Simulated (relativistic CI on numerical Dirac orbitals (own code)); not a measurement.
Transition arrays of I¹²⁺

These numbers are calculated, not measured: Dirac-Coulomb-Breit CI, separate exchange-only KLI orbitals for each configuration, model QED (radiative potential, 1s self-energy scaled to tabulated hydrogen-like ionisation energies), valence Slater integrals scaled by 0.9, whole transition arrays (own radial code, finite nucleus).

CI space (outside the closed core [Ar] 3d10 4s2): 4p⁶4d⁵, 4p⁶4d⁴4f, 4p⁵4d⁶, 4p⁶4d⁴5p, 4p⁶4d⁴5f. Levels of other configurations are missing.

All E1 lines from the levels of 4p⁶4d⁵; mean and standard deviation are weighted by gf, and upper levels are sorted by their leading configuration.

```tsv
Upper configuration	Lines	Σgf	Mean (eV)	Mean (nm)	σ (eV)	Strongest line (nm)
4p⁶4d⁴4f	6335	1499.4	110.61	11.209	3.04	11.196
4p⁵4d⁶	2189	368.9	111.93	11.077	5.28	11.035
4p⁶4d⁴5p	3436	492.5	108.30	11.448	3.11	11.168
4p⁶4d⁴5f	5470	2.0	169.21	7.327	3.19	7.313
```

Σgf per state of the lower configuration in bins of 0.05 nm over the central range (centre: value): 10.58: 0.05, 10.63: 0.03, 10.68: 0.05, 10.73: 0.05, 10.78: 0.09, 10.83: 0.14, 10.88: 0.11, 10.93: 0.29, 10.98: 0.33, 11.03: 0.49, 11.08: 0.51, 11.13: 1.09, 11.18: 2.12, 11.23: 1.35, 11.28: 0.57, 11.33: 0.43, 11.38: 0.15, 11.43: 0.14, 11.48: 0.14, 11.53: 0.10, 11.58: 0.11, 11.63: 0.10, 11.68: 0.11, 11.73: 0.11, 11.78: 0.12, 11.83: 0.08, 11.88: 0.08, 11.93: 0.06, 11.98: 0.05.

(1) How do configuration mixing and the scaling of the Slater integrals move the arrays?

Results:

(1) Slater scale 0.9, no configuration mixing: 4p⁶4d⁴4f 104.2 ± 4.7 eV (Σgf 1285.7), 4p⁵4d⁶ 98.6 ± 8.2 eV (Σgf 710.9), 4p⁶4d⁴5p 105.1 ± 2.3 eV (Σgf 173.0), 4p⁶4d⁴5f 167.8 ± 2.5 eV (Σgf 27.3); Slater scale 1: 4p⁶4d⁴4f 112.8 ± 3.1 eV (Σgf 1553.7), 4p⁵4d⁶ 114.1 ± 5.2 eV (Σgf 399.4), 4p⁶4d⁴5p 109.2 ± 3.9 eV (Σgf 450.7), 4p⁶4d⁴5f 169.0 ± 4.2 eV (Σgf 1.7); Slater scale 0.8: 4p⁶4d⁴4f 108.5 ± 3.0 eV (Σgf 1425.7), 4p⁵4d⁶ 109.3 ± 5.5 eV (Σgf 336.5), 4p⁶4d⁴5p 107.2 ± 2.4 eV (Σgf 555.5), 4p⁶4d⁴5f 169.0 ± 2.5 eV (Σgf 2.6). With mixing, levels are counted to their leading configuration, so an array can shrink or vanish into another, and the sums then hold other lines.
